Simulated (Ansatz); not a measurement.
System: BH2 (charge 0, doublet). 
Structure (B3LYP-D3(BJ)/def2-TZVP (Ansatz, a program for electronic structure) minimum search):
```
B
H 1 1.1869
H 1 1.1869 2 129.56
```
Charge 0, spin multiplicity 2.

Property: vertical electron affinity (to the triplet state of charge -1; a negative value means that the extra electron is unbound and the number depends on the basis; each state is the SCF solution reached for its spin), in eV. Cores are frozen in the correlated levels unless marked. Open shells are spin-unrestricted. No spin-orbit coupling. Non-relativistic. Anions need diffuse functions: aug- sets have them; def2-D sets add few. CBS(X,Y): correlation extrapolated as X^-3; Hartree-Fock from the larger set.

CCSD(T)/CBS(aug-cc-pVTZ,aug-cc-pVQZ) (Ansatz) gives 0.23 eV.

Problem. Another calculation gave 0.09 eV. Which level was it?
A. SVWN5/def2-TZVPD (Ansatz)
B. CAM-B3LYP/def2-TZVPD (Ansatz)
C. wB97X/def2-TZVPD (Ansatz)
D. PBE/def2-TZVPD (Ansatz)

Solution. B, CAM-B3LYP/def2-TZVPD (Ansatz). The others give 0.27 (PBE), -0.05 (wB97X), 0.42 (SVWN5) eV.
